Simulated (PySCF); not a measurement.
# Two-component Hartree-Fock for Ta (tantalum, neutral)

Start: [Xe] 4f14 5d5; 5d5/2 filled at m_j = -3/2, -1/2, +1/2, +3/2, +5/2. Calculated with PySCF 2.14 in x2c-TZVPall-2c with one added diffuse shell each of s, p, d type (12s12p11d2f, 117 functions): generalised Hartree-Fock with the X2C-1e Hamiltonian and a Gaussian nucleus; spin-orbit coupling (SO) screened by Boettger's factors. This is a chosen level, not necessarily the ground level.

```
spinor shell  electrons  ε, screened SO (eV)  weight of nominal j (screened SO)  rms radius, screened SO (bohr)
       1s1/2          2             -67751.5                              1.000                          0.0211
       2s1/2          2             -11773.8                              1.000                          0.0853
       2p1/2          2             -11231.3                              1.000                          0.0726
       2p3/2          4              -9955.5                              1.000                          0.0799
       3s1/2          2              -2754.3                              1.000                           0.218
       3p1/2          2              -2513.5                              1.000                           0.210
       3d3/2          4              -1832.1                              1.000                           0.199
       3d5/2          6              -1771.7                              1.000                           0.203
       4s1/2          2              -589.35                              1.000                           0.488
       4p1/2          2              -488.82                              1.000                           0.497
       4p3/2          4              -423.77                              1.000                           0.530
       4d3/2          4              -258.07                              1.000                           0.557
       4d5/2          6              -245.72                              1.000                           0.569
       5s1/2          2              -82.370                              1.000                            1.19
       5p1/2          2              -51.625                              0.936                            1.35
       5p3/2          4              -41.222                              0.968                            1.44
       4f5/2          6              -36.932                              0.991                           0.706
       4f7/2          8              -34.907                              0.993                           0.708
       5d5/2          5               -5.665                              0.552                            2.70
```

(1) Where does 3p3/2 lie, and what is the 3p spin-orbit splitting (screened SO)?

| quantity | screened SO |
| --- | --- |
| E (hartree) | -15610.21175 |
| M_J | 5/2 |
| ⟨J²⟩ | 8.762 |
| ⟨L²⟩ | 0.163 |
| ⟨S²⟩ | 8.799 |

Each row is a mean over spinors that exchange with the open shell spreads, by up to 5.580 eV (5p3/2).

Rows whose weight is well below 1 are mixtures of j = l ± 1/2: exchange outweighs spin-orbit coupling there, and the label is only the starting occupation.

Breit and QED terms are absent; they matter most for the inner s and p1/2 levels.

Densities and radii are taken from the X2C orbitals without a picture-change correction, which distorts them close to the nucleus.

Answers

(1) At -2234.0 eV, 279.46 eV above 3p1/2.
